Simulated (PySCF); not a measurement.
C3HBr2Cl, SMILES ClC=C=C(Br)Br.

The structure is a stationary point at PBE0-D3(BJ)/def2-SVP. This is a generated structure with no PubChem entry under its InChIKey; it may be hypothetical.

Two levels are set side by side: PBE/def2-TZVP (PySCF) and HF/def2-TZVP (PySCF). Same geometry, gas phase. Differences are taken from unrounded values.

```tsv
quantity	HF	PBE	PBE minus HF
orbital gap (eV)	12.32	3.95	-8.37
highest occupied level (eV)	-10.14	-6.46	3.68
lowest empty level (eV)	2.18	-2.51	-4.69
dipole moment (D)	1.27	0.96	-0.31
mean polarisability (bohr³)	91.2	98.6	7.4
```

PBE's occupied levels lie high since its potential decays too fast outside the molecule; exact exchange lowers them and widens the gap. Loosely held outer electrons make PBE densities more polarisable. Differences between two approximate levels are no errors against the true value.

Rough cost on one machine, each run with all the roots and properties that it gave: HF against PBE within a factor of 2.
